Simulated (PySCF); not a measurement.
All values below come from PySCF with B3LYP-D3(BJ)/def2-TZVP. Isolated molecules, 0 K electronic values unless said otherwise. One relaxed conformer stands for a flexible species; it need not be the lowest. B3LYP has the VWN-RPA correlation part, as in Gaussian. 

Reference species (SMILES): `C=[SiH]O` (C–Si–O–H torsion 0°) (neutral, multiplicity 1).

```
Quantity                  Result
----------------------  --------
HOMO                    -5.98 eV
S1 oscillator strength     0.019
```

Changed species: `C1O[SiH2]1`.

Give the shifts of the HOMO and S1 oscillator strength.

the HOMO drops by 1.51 eV, to -7.49 eV; the S1 oscillator strength drops by 0.013, to 0.006.
